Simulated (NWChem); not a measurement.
Molecule: Si$_{2}$H$_{2}$, singlet; SMILES [SiH2]=[Si]

Computed with NWChem. Low-valent species are run as closed-shell singlets; no triplet was tried in these runs. The geometry was optimised at PBE-D3(BJ)/def2-SVP. Level: M06-2X/def2-SVP with SMD (1 M gas to 1 M solution), gas-phase geometry. Reactions with the solvent are ignored.

### Question
What does the run give for solvent tetrahydrofuran? Quantities: solvation free energy (kcal/mol); cavity-dispersion-structure term (kcal/mol); dipole in solution (D).

### Answer
The solvation free energy (kcal/mol) is -2.3, the cavity-dispersion-structure term (kcal/mol) is -0.8 and the dipole in solution (D) is 0.22.
